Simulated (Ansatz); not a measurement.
Relaxation of C$_{2}$H$_{5}$BSSi (10 atoms, charge 0, multiplicity 1), to a largest force component of 0.02 eV/Å in at most 40 steps.

Theory: RKS PBE0/STO-3G (Ansatz 0.2.0).

```xyz
10
Properties=species:S:1:pos:R:3:forces:R:3
S 0.016 1.655 -2.034 -1.52 2.72 0.47
C -0.006 0.476 -0.740 0.69 -1.32 1.81
C -0.963 -0.467 -0.370 4.92 1.12 1.65
Si 0.128 -1.121 1.000 -4.07 -3.48 2.78
B 1.137 0.151 0.338 2.67 4.21 -2.49
H -0.617 2.679 -1.204 1.16 -1.74 -1.60
H -1.887 -0.730 -0.728 -3.39 -0.44 -1.73
H -0.475 -0.802 2.316 0.38 -0.75 -0.54
H 0.543 -2.478 0.785 -0.13 -0.47 0.39
H 2.207 0.586 0.640 -0.71 0.15 -0.75
```

Question: Where does it end, and by what steps?

Answer: It converged. The force dipped under the threshold on the way, but the program's further checks kept it going. Limits of this set-up: minimal basis. After 26 steps the energy has fallen by 1.584 eV; S1 moved furthest, 0.93 Å.

```json
{"step": "0", "energy less start (eV)": "0.0000", "largest force component (eV/Å)": "4.919", "accepted": "yes"}
{"step": "1", "energy less start (eV)": "-1.0650", "largest force component (eV/Å)": "1.731", "accepted": "yes"}
{"step": "2", "energy less start (eV)": "-1.1955", "largest force component (eV/Å)": "0.468", "accepted": "yes"}
{"step": "3", "energy less start (eV)": "-1.2158", "largest force component (eV/Å)": "0.257", "accepted": "yes"}
{"step": "4", "energy less start (eV)": "-1.2453", "largest force component (eV/Å)": "0.167", "accepted": "yes"}
{"step": "5", "energy less start (eV)": "-1.2823", "largest force component (eV/Å)": "0.973", "accepted": "yes"}
{"step": "6", "energy less start (eV)": "-1.3310", "largest force component (eV/Å)": "1.385", "accepted": "yes"}
{"step": "7", "energy less start (eV)": "-1.4440", "largest force component (eV/Å)": "0.672", "accepted": "yes"}
{"step": "8", "energy less start (eV)": "-1.5007", "largest force component (eV/Å)": "0.788", "accepted": "yes"}
{"step": "9", "energy less start (eV)": "-1.5238", "largest force component (eV/Å)": "0.659", "accepted": "yes"}
{"step": "10", "energy less start (eV)": "-1.5724", "largest force component (eV/Å)": "0.126", "accepted": "yes"}
{"step": "11", "energy less start (eV)": "-1.5744", "largest force component (eV/Å)": "0.056", "accepted": "yes"}
{"step": "12", "energy less start (eV)": "-1.5749", "largest force component (eV/Å)": "0.032", "accepted": "yes"}
{"step": "13", "energy less start (eV)": "-1.5751", "largest force component (eV/Å)": "0.031", "accepted": "yes"}
{"step": "14", "energy less start (eV)": "-1.5752", "largest force component (eV/Å)": "0.034", "accepted": "yes"}
{"step": "15", "energy less start (eV)": "-1.5759", "largest force component (eV/Å)": "0.015", "accepted": "yes"}
{"step": "16", "energy less start (eV)": "-1.5752", "largest force component (eV/Å)": "0.343", "accepted": "no"}
{"step": "17", "energy less start (eV)": "-1.5775", "largest force component (eV/Å)": "0.046", "accepted": "yes"}
{"step": "18", "energy less start (eV)": "-1.5782", "largest force component (eV/Å)": "0.170", "accepted": "yes"}
{"step": "19", "energy less start (eV)": "-1.5787", "largest force component (eV/Å)": "0.285", "accepted": "yes"}
{"step": "20", "energy less start (eV)": "-1.5808", "largest force component (eV/Å)": "0.084", "accepted": "yes"}
{"step": "21", "energy less start (eV)": "-1.5825", "largest force component (eV/Å)": "0.082", "accepted": "yes"}
{"step": "22", "energy less start (eV)": "-1.5836", "largest force component (eV/Å)": "0.084", "accepted": "yes"}
{"step": "23", "energy less start (eV)": "-1.5842", "largest force component (eV/Å)": "0.027", "accepted": "yes"}
{"step": "24", "energy less start (eV)": "-1.5844", "largest force component (eV/Å)": "0.029", "accepted": "yes"}
{"step": "25", "energy less start (eV)": "-1.5844", "largest force component (eV/Å)": "0.044", "accepted": "yes"}
{"step": "26", "energy less start (eV)": "-1.5844", "largest force component (eV/Å)": "0.003", "accepted": "yes"}
```

```xyz
10
Properties=species:S:1:pos:R:3
S -0.745 1.950 -1.580
C -0.260 0.671 -0.489
C -0.781 -0.611 -0.402
Si 0.079 -1.165 1.144
B 0.997 0.282 0.258
H 0.293 2.766 -1.268
H -1.434 -1.082 -1.153
H -0.709 -0.888 2.323
H 0.545 -2.533 1.191
H 2.099 0.559 -0.021
```

Whether the end is a true minimum wasn't checked by a vibrational analysis.

Time of the run: 62 s on 1 thread of Arm Neoverse V2 (shared host), peak memory 0.14 GiB.
